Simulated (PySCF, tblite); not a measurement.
Species: C₈H₁₇P.
Bonds: C1–C2, C2–C3, C3–C4, C3–C5, C3–P6, P6–C7, C7–C8, C8–C9, C7–C9. Hydrogens: H10, H11, H12 on C1; H13, H14 on C2; H15, H16, H17 on C4; H18, H19, H20 on C5; H21 on P6; H22 on C7; H23, H24 on C8; H25, H26 on C9.

Computed geometry: GFN2-xTB, gas phase.

List the bond lengths, angles and torsions at this level.

```
                   bond  length (Å)
                  C1–C2       1.523
                  C2–C3       1.535
           C3–C4, C3–C5       1.530
                  C3–P6       1.894
                  P6–C7       1.838
           C7–C8, C7–C9       1.504
                  C8–C9       1.491
 C1–H10, C1–H11, C1–H12       1.088
         C2–H13, C2–H14       1.094
C4–H15 and 5 like bonds       1.089
                 P6–H21       1.406
                 C7–H22       1.085
         C8–H23, C9–H25       1.080
         C8–H24, C9–H26       1.080
```

Bonds in one row agree within 0.01 Å and their mean is given. A selection of angles:
```
   angle  degrees
C1–C2–C3    114.1
C2–C3–C4    111.4
C2–C3–C5    109.0
C2–C3–P6    109.3
C4–C3–C5    108.7
C4–C3–P6    105.7
C5–C3–P6    112.6
C3–P6–C7    102.0
P6–C7–C8    118.2
C8–C7–C9     59.4
C7–C8–C9     60.3
```

Dihedral angles: C1–C2–C3–C4 -57° (synclinal); C2–C3–P6–C7 68° (synclinal); C3–P6–C7–C8 -100° (anticlinal); P6–C7–C8–C9 -106° (anticlinal); P6–C7–C9–C8 108° (anticlinal). The mirror-image conformer, all signs reversed, is as good.

The 3-membered ring C7–C8–C9 has internal angles of 59.4° to 60.3°. The 7 C–C bonds span 1.491 Å (C8–C9, drawn single) to 1.535 Å (C2–C3, drawn single), a spread of 0.044 Å. The C–P distances run from 1.838 Å (P6–C7, drawn single) to 1.894 Å (C3–P6, drawn single), a spread of 0.056 Å. Of the pairs four or more bonds apart, P6···H10 is among the closest relative to their van der Waals radii: 2.69 Å, 90 % of the sum of Bondi's values. P6 (phosphine phosphorus) is pyramidal (angles 102.0°, 94.7° and 94.2°, sum 290.9°, 0.84 Å off the plane of its three neighbours).

Point group: C1 (no symmetry element, even within 0.4 Å). Its GFN2-xTB frequencies are all real (lowest 28 cm⁻¹). The numbers are those of one conformer. 3 starts were optimised and ended at 0.00, 0.07 and 0.41 kcal/mol (GFN2-xTB); the lowest of these is shown.
